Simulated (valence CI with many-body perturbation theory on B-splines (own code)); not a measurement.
Eu56+: key properties

Computed by relativistic CI+MBPT: five valence electrons over a frozen Dirac-Fock core [He], radial functions for each j: 9 s, 9 p, 8 d, 6 f, 3 g, 1 h, with the one-electron correlation potential Σ1 (screened to all orders), the two-electron term Σ2, the three-electron term Σ3, Breit, model QED; selected single and double excitations, second order for the rest (own B-spline code, finite nucleus).

The last digits are not significant, and no measured levels were compared; by estimate large intervals hold to a few tenths of a per cent, small ones and those within an open d or f shell to about a per cent. Among the levels kept, up to 1200 cm⁻¹ of a level comes from second order outside the variational space, and about a tenth of that is noise between levels of different J, which matters for small intervals.

Levels are named by their leading jj configuration (3d3/2^4 stands for four electrons in 3d with j = 3/2), which in mixed levels can hold well under half, so a name can repeat and another be missing.

Rates and lifetimes use the calculated energies. Strong lines usually hold to 10 to 20 %, long lifetimes can be off by a factor of two.

What is the ground level?

(2s^2 2p1/2^2 2p3/2) J=3/2, composition 48 % 2s2.2p3 2P° + 27 % 2s2.2p3 2D° + 25 % 2s2.2p3 4S°, g = 1.333.

Name the longest-lived excited levels whose lifetime is computed, and their main decay.

(2s^2 2p1/2 2p3/2^2) J=5/2 at 679.5 eV lives 2.12 ns, mostly by M1 to (2s^2 2p1/2^2 2p3/2) J=3/2; (2s^2 2p1/2 2p3/2^2) J=1/2 at 719.7 eV lives 608 ps, mostly by M1 to (2s^2 2p1/2^2 2p3/2) J=3/2; (2s^2 2p1/2 2p3/2^2) J=3/2 at 657.5 eV lives 362 ps, mostly by M1 to (2s^2 2p1/2^2 2p3/2) J=3/2.

What are the static dipole polarisabilities of the lowest levels?

(2s^2 2p1/2^2 2p3/2) J=3/2 0.000166 (tensor 3.3e-05) bohr³, of which the core gives 4.62e-07.

What is the ionisation energy?

11739 eV; NIST lists 11739 ± 5 eV (theoretical).

How well does LS coupling describe the low levels?

Among the lowest 20 levels the leading LS term, summed over configurations, holds 62 % on average. For single configurations the figures are 62 % in LS and 100 % in jj coupling. Terms mix most in the J = 3/2 level at 6620.4 eV, where the leading one holds 34 %.
